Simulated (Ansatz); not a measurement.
Input for Ansatz (a first-principles code): R-RI-MP2/aug-cc-pV(T+d)Z on CH7FSi (a complex), monomers drawn apart or pushed together. Files ending in .json are basis or fitting sets from the Basis Set Exchange.

Ansatz 0.2 input:
```yaml
crystal:
  periodic: [false, false, false]
  atoms:
    - {symbol: Si, position_ang: [0.12859651, -0.11517574, 0.19653468]}
    - {symbol: H, position_ang: [0.47176160, -1.52352107, 0.48203356]}
    - {symbol: H, position_ang: [-1.24484987, 0.18356929, 0.65977926]}
    - {symbol: H, position_ang: [0.19705063, 0.11724844, -1.26637512]}
    - {symbol: H, position_ang: [1.08659517, 0.79310306, 0.86536081]}
    - {symbol: C, position_ang: [-0.68703110, 0.88673118, 6.35818617]}
    - {symbol: F, position_ang: [-0.31044985, -0.34197794, 5.82271478]}
    - {symbol: H, position_ang: [-1.65817582, 1.16324117, 5.94724782]}
    - {symbol: H, position_ang: [-0.74783107, 0.78833678, 7.44223191]}
    - {symbol: H, position_ang: [0.06252268, 1.63009978, 6.08614863]}
basis:
  gaussian:
    orbitals: aug-cc-pV_T+d_Z.json
    fitting: {mean_field: def2-universal-JKFIT, correlation: aug-cc-pVTZ-RIFIT.json}
magnetization: {spin_polarized: false}
correlation: {method: mp2, electrons: outside_noble_gas}
scf: {lower_state_search: off}
```

Output:

```
WARN ansatz: RAYON_NUM_THREADS=1 ignored (pool sized by the plan → 1); use --threads N
Functional definition: HF
these checks for a lower state are left out or cut short: stability, starts, cluster_reference, orbital_swaps, neighbouring_geometries, increment
integrals: 0.30 GiB planned
406 factors; integrals over basis functions are off by at most 1.1e0 eV
mean field: 0.52 GiB planned
mean field evaluation 1: about -11709.0730 eV, gradient 2.4e1 eV
mean field evaluation 2: about -11710.4764 eV, gradient 1.1e1 eV
mean field evaluation 4: about -11710.7152 eV, gradient 5.1e-1 eV
mean field -11710.71651840 eV, -430.3608942423 hartree, gradient 2.1e-6 eV, S^2 0.000000; 0 other end points of the search recorded, 0 dependent functions left out
7 core orbitals not correlated
681 factors; their error is unknown
reference -11710.71651840 eV, -430.3608942423 hartree; 11, 11 occupied and 290, 290 virtual orbitals, 681 factors
second order -16.05360199 eV of doubles, -0.00000000 eV of singles
Total energy: -11726.77012038 eV, -430.9508532337 hartree
Checks for a lower state left out: stability, starts, cluster_reference, orbital_swaps, neighbouring_geometries, increment
```

The calculation finished and met its thresholds.

Cost: very roughly 2.8 core-seconds.
